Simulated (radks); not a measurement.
Initial-state core-level shifts of the technetium ion Tc3+ when its valence configuration changes from [Kr] 4d4. All-electron calculation, Dirac Kohn-Sham, PBE, spin-unpolarised, spherical densities, point nucleus; open shells fill j = l - 1/2 first. Program: a radial shooting solver on a logarithmic mesh with Libxc functionals. Shifts are changes of the shell-averaged eigenvalues in eV (positive: less bound).

4d3 5s1: 1s -5.264; 2p -5.627; 3p -5.425; 4s -4.671
4d3.5 5s0.5: 1s -2.586; 2p -2.761; 3p -2.668; 4s -2.314
4d2 5s2: 1s -10.875; 2p -11.647; 3p -11.180; 4s -9.482
4d1 5s2 5p1: 1s -17.781; 2p -19.015; 3p -18.232; 4s -15.332
4d3.5 5p0.5: 1s -3.105; 2p -3.277; 3p -3.194; 4s -2.828
4d3 5p1: 1s -6.291; 2p -6.649; 3p -6.467; 4s -5.683
4d1 5s1 5p2: 1s -18.749; 2p -19.990; 3p -19.224; 4s -16.270
4d2 5s1 5p1: 1s -11.881; 2p -12.653; 3p -12.205; 4s -10.465
